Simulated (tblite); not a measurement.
C₅H₁₂FPSi.
Atom-mapped SMILES: `[CH3:1][Si:2]([CH3:3])([CH3:4])[CH2:5]/[P:6]=[CH:7]/[F:8]` (hydrogens: H9, H10, H11 on C1; H12, H13, H14 on C3; H15, H16, H17 on C4; H18, H19 on C5; H20 on C7)

Computed with GFN2-xTB (tblite), gas phase: L-BFGS steps from a force-field or distance-geometry start until the largest atomic force falls under 0.01 eV/Å.

Step 122: E = -700.3596 eV
```
atom  x, y, z in Å  |  force x, y, z in eV/Å
C1     -1.7870   -1.0630    0.6890   -0.017   0.023   0.000
Si2    -0.6619    0.1256   -0.2831   -0.007   0.066  -0.023
C3     -1.5654    1.7471   -0.7263    0.003  -0.011  -0.067
C4     -0.0011   -0.7221   -1.8557    0.046  -0.015  -0.027
C5      0.8258    0.5873    0.8516    0.022  -0.039   0.016
P6      1.9369   -0.8576    1.1538    0.032   0.040  -0.053
C7      3.0793   -0.5725   -0.0341   -0.031  -0.040   0.079
F8      4.1126   -1.4192   -0.2175   -0.015   0.028  -0.006
H9     -2.2513   -0.5642    1.5340    0.003  -0.004   0.025
H10    -2.5837   -1.4570    0.0674   -0.015  -0.005  -0.030
H11    -1.2205   -1.9057    1.0727    0.018  -0.020   0.018
H12    -2.4631    1.5403   -1.3022    0.033   0.017   0.031
H13    -0.9336    2.3944   -1.3298   -0.042  -0.012   0.035
H14    -1.8618    2.3054    0.1570    0.014  -0.036  -0.017
H15     0.5471   -1.6263   -1.5989   -0.026   0.035  -0.038
H16    -0.8084   -1.0033   -2.5251    0.005  -0.006   0.016
H17     0.6737   -0.0776   -2.4148   -0.039  -0.024   0.051
H18     1.3955    1.4142    0.4317    0.006  -0.013   0.003
H19     0.4418    0.9032    1.8210    0.006   0.019   0.001
H20     3.1199    0.2618   -0.7230    0.005  -0.005  -0.013
```

Step 123: E = -700.3611 eV
```
atom  x, y, z in Å  |  force x, y, z in eV/Å
C1     -1.7675   -1.0703    0.6837   -0.023   0.018  -0.001
Si2    -0.6573    0.1314   -0.2898    0.017   0.034  -0.006
C3     -1.5735    1.7482   -0.7198   -0.006  -0.019  -0.065
C4     -0.0046   -0.7083   -1.8699    0.050  -0.015  -0.002
C5      0.8291    0.6041    0.8425    0.021  -0.040   0.026
P6      1.9320   -0.8371    1.1937    0.043   0.064  -0.096
C7      3.0696   -0.5998   -0.0100   -0.022   0.041  -0.005
F8      4.1024   -1.4531   -0.1663   -0.033   0.035  -0.005
H9     -2.2393   -0.5788    1.5290    0.011  -0.005   0.020
H10    -2.5585   -1.4735    0.0608   -0.021  -0.006  -0.029
H11    -1.1917   -1.9075    1.0661    0.018  -0.008   0.018
H12    -2.4775    1.5390   -1.2840    0.016   0.011   0.023
H13    -0.9579    2.4074   -1.3266   -0.022  -0.023   0.041
H14    -1.8611    2.2930    0.1736   -0.005   0.005  -0.003
H15     0.5635   -1.6031   -1.6247   -0.029   0.033  -0.022
H16    -0.8181   -1.0024   -2.5253    0.002  -0.006   0.002
H17     0.6497   -0.0511   -2.4367   -0.023  -0.010   0.019
H18     1.4065    1.4173    0.4060    0.008  -0.022   0.006
H19     0.4433    0.9474    1.8024   -0.002   0.018  -0.011
H20     3.1057    0.2079   -0.7369    0.000  -0.105   0.089
```

Step 124: E = -700.3613 eV
```
atom  x, y, z in Å  |  force x, y, z in eV/Å
C1     -1.7668   -1.0689    0.6830   -0.014  -0.004  -0.006
Si2    -0.6544    0.1324   -0.2903    0.031  -0.028   0.012
C3     -1.5695    1.7465   -0.7225   -0.005  -0.015  -0.024
C4     -0.0065   -0.7116   -1.8701    0.009  -0.003   0.027
C5      0.8318    0.6042    0.8437    0.004   0.013   0.001
P6      1.9315   -0.8363    1.1953   -0.032  -0.012   0.029
C7      3.0649   -0.5982   -0.0071    0.039  -0.012  -0.002
F8      4.0994   -1.4452   -0.1731    0.005  -0.018   0.005
H9     -2.2401   -0.5796    1.5288    0.014  -0.003   0.012
H10    -2.5567   -1.4705    0.0567   -0.015  -0.001  -0.016
H11    -1.1925   -1.9086    1.0648    0.007   0.018   0.007
H12    -2.4735    1.5385   -1.2840   -0.028  -0.004  -0.004
H13    -0.9591    2.4110   -1.3265    0.013  -0.009   0.021
H14    -1.8554    2.2834    0.1751   -0.024   0.043   0.016
H15     0.5597   -1.6069   -1.6304   -0.003  -0.013   0.010
H16    -0.8215   -1.0029   -2.5240   -0.012  -0.001  -0.011
H17     0.6474   -0.0549   -2.4336    0.017   0.031  -0.035
H18     1.4122    1.4150    0.4049   -0.006  -0.026   0.008
H19     0.4471    0.9530    1.8019   -0.007   0.009  -0.010
H20     3.0968    0.2103   -0.7248    0.006   0.033  -0.043
```

Question: Estimate the geometry and energy of step 125. (The exact step hangs on the optimiser's Hessian estimate; all steps are aligned on step 124, rigid shifts and turns removed.)

Answer: E = -700.3619 eV, largest force 0.115 eV/Å
```
atom  x, y, z in Å  |  force x, y, z in eV/Å
C1     -1.7550   -1.0741    0.6827   -0.011  -0.016  -0.013
Si2    -0.6535    0.1365   -0.2933    0.012  -0.017   0.021
C3     -1.5814    1.7466   -0.7183   -0.003  -0.011   0.003
C4     -0.0007   -0.6985   -1.8758    0.016   0.000  -0.009
C5      0.8323    0.6163    0.8380    0.019   0.026   0.032
P6      1.9217   -0.8296    1.2114    0.047   0.058  -0.088
C7      3.0577   -0.6187    0.0013   -0.015  -0.037   0.063
F8      4.0844   -1.4804   -0.1513   -0.045   0.030   0.010
H9     -2.2316   -0.5865    1.5277    0.015  -0.006   0.010
H10    -2.5426   -1.4849    0.0584    0.002   0.009  -0.007
H11    -1.1725   -1.9081    1.0666   -0.005   0.036  -0.003
H12    -2.4875    1.5354   -1.2753   -0.022  -0.007  -0.003
H13    -0.9762    2.4135   -1.3248    0.008  -0.005   0.019
H14    -1.8655    2.2834    0.1814   -0.011   0.017  -0.012
H15     0.5788   -1.5870   -1.6383   -0.019   0.020  -0.005
H16    -0.8158   -1.0001   -2.5265    0.016   0.002   0.008
H17     0.6411   -0.0311   -2.4438   -0.009  -0.008  -0.003
H18     1.4195    1.4176    0.3880   -0.027  -0.060   0.033
H19     0.4452    0.9822    1.7911    0.027  -0.016  -0.060
H20     3.0966    0.1781   -0.7315    0.003  -0.013   0.003
```

The energy changes by -0.0007 eV. The first-order estimate −F·Δx gives -0.0015 eV and the mean of the old and new forces, exact on a quadratic surface, -0.0006 eV. The step makes an angle of 84° with the force vector and moves no atom by more than 0.044 Å.

What follows is the cost of the whole relaxation. Time: 2.4 s. Hardware: an Arm Neoverse N1 with one thread, shared host with 64 logical CPUs at a one-minute load of 60.
